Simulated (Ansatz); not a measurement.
Born–Oppenheimer molecular dynamics of ClH₇HfO₃Si₂ (14 atoms, charge 0, multiplicity 1). It starts from a relaxed structure.

The calculation used RHF/def2-SVP in Ansatz.

```yaml
ensemble: NVT, Langevin thermostat
time_step: 0.5 fs
steps_asked: 100
set_temperature: 300 K
friction: 0.05 /fs
seed: 77565
```

Frames 0.5 fs apart, positions in Å, forces in eV/Å.

Velocities at 35.0 fs (Å/ps):

```
Hf 0.13 -0.14 -0.55
O 1.76 -4.19 3.77
Si 3.13 -2.48 -4.15
H -10.64 -10.32 17.92
H -11.53 -23.34 7.10
H 4.83 11.35 6.67
O -4.70 -1.36 -4.26
H 9.37 -19.34 -19.37
Cl -1.62 2.20 -0.83
O -5.08 -4.48 5.36
Si 6.13 3.30 -0.04
H -9.43 12.46 -9.31
H -33.98 2.87 -31.47
H 0.57 7.91 -5.45
```

```xyz
14
Properties=species:S:1:pos:R:3:forces:R:3 time_fs=35.0 energy_less_start_eV=0.387 T=286
Hf -0.391 -0.288 0.204 0.05 -0.65 -0.43
O -0.853 0.238 1.996 0.28 0.04 0.97
Si -1.062 0.361 3.638 -0.23 -0.26 -1.05
H -2.343 -0.138 4.038 -1.11 -0.30 0.09
H -0.140 -0.486 4.346 0.94 -0.32 0.34
H -0.987 1.737 4.024 0.29 0.98 0.32
O 1.526 -0.516 -0.116 0.21 0.44 0.48
H 2.433 -0.282 0.059 -0.63 -0.30 -0.25
Cl -1.306 1.438 -1.176 -0.05 0.14 -0.26
O -1.317 -1.997 -0.056 0.01 -0.07 -0.61
Si -1.824 -3.428 -0.748 0.53 0.29 1.74
H -1.373 -4.510 0.247 -0.69 0.46 -0.79
H -3.251 -3.355 -1.089 -0.28 -0.20 0.37
H -1.169 -3.622 -2.005 0.67 -0.24 -0.92
14
Properties=species:S:1:pos:R:3:forces:R:3 time_fs=35.5 energy_less_start_eV=0.357 T=324
Hf -0.391 -0.288 0.204 -0.02 -0.67 -0.42
O -0.853 0.236 1.998 0.30 0.04 0.84
Si -1.060 0.360 3.636 -0.41 -0.22 -0.70
H -2.349 -0.145 4.048 -0.87 -0.18 -0.01
H -0.144 -0.498 4.349 0.88 -0.23 0.27
H -0.985 1.745 4.028 0.28 0.73 0.25
O 1.524 -0.517 -0.118 0.39 0.46 0.49
H 2.437 -0.290 0.049 -0.79 -0.33 -0.27
Cl -1.307 1.439 -1.176 -0.04 0.12 -0.24
O -1.320 -1.999 -0.053 0.07 0.07 -0.57
Si -1.820 -3.426 -0.748 0.02 0.30 1.47
H -1.378 -4.504 0.241 -0.64 0.36 -0.70
H -3.268 -3.355 -1.104 0.15 -0.21 0.48
H -1.167 -3.617 -2.007 0.67 -0.23 -0.88
14
Properties=species:S:1:pos:R:3:forces:R:3 time_fs=36.0 energy_less_start_eV=0.335 T=362
Hf -0.391 -0.289 0.204 -0.09 -0.68 -0.41
O -0.852 0.233 2.001 0.32 0.03 0.67
Si -1.058 0.358 3.634 -0.61 -0.19 -0.29
H -2.357 -0.154 4.059 -0.58 -0.05 -0.12
H -0.145 -0.510 4.352 0.80 -0.12 0.18
H -0.984 1.754 4.032 0.27 0.46 0.17
O 1.522 -0.518 -0.120 0.50 0.47 0.50
H 2.439 -0.296 0.038 -0.88 -0.34 -0.28
Cl -1.308 1.440 -1.177 -0.03 0.09 -0.22
O -1.323 -2.001 -0.051 0.14 0.21 -0.53
Si -1.817 -3.425 -0.747 -0.39 0.29 1.14
H -1.383 -4.499 0.234 -0.58 0.25 -0.60
H -3.283 -3.358 -1.116 0.50 -0.21 0.57
H -1.163 -3.613 -2.012 0.63 -0.21 -0.78
14
Properties=species:S:1:pos:R:3:forces:R:3 time_fs=36.5 energy_less_start_eV=0.326 T=364
Hf -0.391 -0.289 0.203 -0.18 -0.68 -0.40
O -0.850 0.230 2.004 0.35 0.03 0.47
Si -1.056 0.357 3.631 -0.86 -0.19 0.16
H -2.368 -0.164 4.069 -0.25 0.10 -0.24
H -0.142 -0.520 4.354 0.70 0.00 0.10
H -0.985 1.764 4.035 0.27 0.19 0.09
O 1.519 -0.518 -0.122 0.56 0.47 0.49
H 2.440 -0.301 0.027 -0.92 -0.34 -0.27
Cl -1.309 1.442 -1.177 -0.01 0.05 -0.19
O -1.325 -2.003 -0.048 0.20 0.35 -0.49
Si -1.813 -3.423 -0.747 -0.70 0.27 0.78
H -1.388 -4.494 0.226 -0.52 0.14 -0.49
H -3.295 -3.364 -1.126 0.78 -0.20 0.64
H -1.158 -3.610 -2.018 0.58 -0.18 -0.65
14
Properties=species:S:1:pos:R:3:forces:R:3 time_fs=37.0 energy_less_start_eV=0.330 T=346
Hf -0.390 -0.290 0.203 -0.29 -0.67 -0.38
O -0.849 0.227 2.007 0.38 0.02 0.27
Si -1.053 0.355 3.628 -1.11 -0.18 0.60
H -2.381 -0.175 4.078 0.09 0.24 -0.36
H -0.138 -0.530 4.355 0.60 0.12 0.02
H -0.988 1.775 4.037 0.26 -0.07 0.01
O 1.517 -0.517 -0.124 0.52 0.44 0.46
H 2.438 -0.304 0.017 -0.83 -0.32 -0.25
Cl -1.310 1.444 -1.177 0.01 0.02 -0.16
O -1.328 -2.006 -0.046 0.27 0.49 -0.45
Si -1.810 -3.422 -0.746 -0.95 0.21 0.46
H -1.392 -4.492 0.218 -0.46 0.04 -0.39
H -3.306 -3.373 -1.133 1.01 -0.18 0.69
H -1.151 -3.610 -2.023 0.51 -0.14 -0.52
14
Properties=species:S:1:pos:R:3:forces:R:3 time_fs=37.5 energy_less_start_eV=0.342 T=349
Hf -0.390 -0.291 0.203 -0.41 -0.67 -0.37
O -0.849 0.223 2.009 0.41 0.01 0.05
Si -1.051 0.353 3.625 -1.32 -0.16 1.03
H -2.394 -0.184 4.085 0.39 0.36 -0.46
H -0.133 -0.540 4.355 0.50 0.24 -0.06
H -0.990 1.786 4.041 0.26 -0.33 -0.07
O 1.514 -0.516 -0.126 0.32 0.38 0.42
H 2.433 -0.308 0.009 -0.58 -0.27 -0.21
Cl -1.311 1.446 -1.177 0.03 -0.01 -0.13
O -1.331 -2.008 -0.043 0.33 0.63 -0.41
Si -1.807 -3.421 -0.745 -1.11 0.13 0.14
H -1.397 -4.490 0.209 -0.40 -0.06 -0.28
H -3.313 -3.385 -1.136 1.15 -0.14 0.71
H -1.144 -3.612 -2.029 0.43 -0.10 -0.36
14
Properties=species:S:1:pos:R:3:forces:R:3 time_fs=38.0 energy_less_start_eV=0.362 T=331
Hf -0.389 -0.292 0.203 -0.52 -0.67 -0.35
O -0.848 0.220 2.012 0.45 0.00 -0.17
Si -1.049 0.351 3.622 -1.45 -0.14 1.42
H -2.404 -0.193 4.090 0.60 0.45 -0.54
H -0.129 -0.552 4.355 0.40 0.35 -0.13
H -0.992 1.796 4.043 0.26 -0.56 -0.13
O 1.512 -0.516 -0.128 0.00 0.29 0.36
H 2.426 -0.313 0.001 -0.21 -0.19 -0.16
Cl -1.312 1.447 -1.177 0.05 -0.05 -0.10
O -1.335 -2.011 -0.041 0.40 0.77 -0.37
Si -1.804 -3.421 -0.744 -1.21 0.07 -0.20
H -1.402 -4.488 0.199 -0.33 -0.19 -0.14
H -3.314 -3.398 -1.139 1.22 -0.10 0.72
H -1.136 -3.615 -2.034 0.35 -0.05 -0.21
14
Properties=species:S:1:pos:R:3:forces:R:3 time_fs=38.5 energy_less_start_eV=0.387 T=285
Hf -0.389 -0.292 0.202 -0.62 -0.67 -0.31
O -0.848 0.216 2.015 0.48 0.00 -0.40
Si -1.047 0.349 3.619 -1.57 -0.13 1.75
H -2.413 -0.202 4.094 0.78 0.53 -0.60
H -0.125 -0.560 4.352 0.33 0.44 -0.17
H -0.992 1.804 4.044 0.25 -0.74 -0.18
O 1.510 -0.515 -0.130 -0.36 0.20 0.30
H 2.419 -0.318 -0.007 0.19 -0.10 -0.11
Cl -1.313 1.449 -1.177 0.06 -0.07 -0.08
O -1.338 -2.013 -0.038 0.46 0.90 -0.34
Si -1.800 -3.420 -0.743 -1.26 0.03 -0.52
H -1.407 -4.486 0.188 -0.25 -0.33 0.00
H -3.311 -3.410 -1.142 1.22 -0.06 0.72
H -1.129 -3.618 -2.040 0.29 -0.01 -0.07
14
Properties=species:S:1:pos:R:3:forces:R:3 time_fs=39.0 energy_less_start_eV=0.410 T=256
Hf -0.388 -0.293 0.202 -0.70 -0.67 -0.27
O -0.847 0.212 2.018 0.50 -0.01 -0.62
Si -1.046 0.347 3.617 -1.67 -0.15 2.01
H -2.419 -0.212 4.099 0.93 0.61 -0.64
H -0.120 -0.566 4.349 0.28 0.48 -0.18
H -0.989 1.808 4.043 0.24 -0.84 -0.20
O 1.508 -0.513 -0.131 -0.73 0.12 0.25
H 2.413 -0.322 -0.017 0.59 -0.02 -0.06
Cl -1.315 1.450 -1.177 0.08 -0.10 -0.06
O -1.340 -2.015 -0.035 0.52 1.03 -0.32
Si -1.798 -3.419 -0.742 -1.25 -0.02 -0.77
H -1.410 -4.483 0.180 -0.18 -0.45 0.12
H -3.305 -3.423 -1.141 1.17 -0.02 0.70
H -1.124 -3.621 -2.046 0.23 0.04 0.06
14
Properties=species:S:1:pos:R:3:forces:R:3 time_fs=39.5 energy_less_start_eV=0.426 T=244
Hf -0.388 -0.293 0.201 -0.76 -0.68 -0.24
O -0.846 0.207 2.020 0.51 -0.01 -0.83
Si -1.045 0.346 3.615 -1.72 -0.25 2.22
H -2.425 -0.220 4.103 1.04 0.67 -0.68
H -0.115 -0.571 4.344 0.23 0.53 -0.19
H -0.984 1.807 4.040 0.22 -0.84 -0.20
O 1.507 -0.512 -0.133 -1.04 0.05 0.21
H 2.409 -0.326 -0.027 0.92 0.04 -0.03
Cl -1.315 1.450 -1.178 0.09 -0.11 -0.04
O -1.343 -2.017 -0.033 0.56 1.13 -0.30
Si -1.796 -3.418 -0.742 -1.17 -0.11 -0.98
H -1.412 -4.483 0.172 -0.12 -0.53 0.21
H -3.296 -3.436 -1.138 1.07 0.03 0.67
H -1.120 -3.625 -2.053 0.17 0.09 0.19
14
Properties=species:S:1:pos:R:3:forces:R:3 time_fs=40.0 energy_less_start_eV=0.429 T=233
Hf -0.388 -0.294 0.201 -0.81 -0.67 -0.20
O -0.846 0.203 2.023 0.52 -0.01 -1.02
Si -1.044 0.345 3.613 -1.73 -0.44 2.38
H -2.429 -0.225 4.107 1.12 0.71 -0.71
H -0.110 -0.576 4.340 0.18 0.56 -0.21
H -0.978 1.799 4.037 0.21 -0.73 -0.17
O 1.506 -0.511 -0.135 -1.18 0.02 0.19
H 2.408 -0.329 -0.038 1.07 0.07 -0.02
Cl -1.316 1.451 -1.178 0.09 -0.13 -0.03
O -1.345 -2.018 -0.030 0.60 1.20 -0.29
Si -1.794 -3.417 -0.741 -1.04 -0.20 -1.13
H -1.414 -4.484 0.165 -0.07 -0.58 0.28
H -3.284 -3.448 -1.131 0.92 0.07 0.61
H -1.116 -3.627 -2.061 0.12 0.14 0.31
14
Properties=species:S:1:pos:R:3:forces:R:3 time_fs=40.5 energy_less_start_eV=0.420 T=213
Hf -0.387 -0.295 0.201 -0.85 -0.67 -0.17
O -0.845 0.198 2.025 0.54 -0.01 -1.19
Si -1.045 0.344 3.612 -1.72 -0.66 2.48
H -2.430 -0.230 4.108 1.15 0.74 -0.72
H -0.107 -0.578 4.338 0.15 0.59 -0.21
H -0.975 1.787 4.032 0.20 -0.56 -0.11
O 1.504 -0.509 -0.137 -1.21 0.01 0.19
H 2.408 -0.333 -0.049 1.12 0.07 -0.02
Cl -1.316 1.451 -1.179 0.10 -0.14 -0.02
O -1.346 -2.019 -0.027 0.63 1.26 -0.29
Si -1.792 -3.416 -0.742 -0.86 -0.29 -1.19
H -1.417 -4.487 0.159 -0.03 -0.60 0.32
H -3.270 -3.458 -1.122 0.72 0.10 0.54
H -1.111 -3.629 -2.066 0.07 0.17 0.40
```

Of the whole run (50 fs, mean temperature of the second half 290 K): A run of 0.05 ps of so small a system gives no equilibrium averages.

Run time: 9.5 min on 4 threads of Intel(R) Xeon(R) Platinum 8259CL CPU @ 2.50GHz (Skylake/Cascade Lake), with other jobs on the host, peak memory 0.53 GiB.
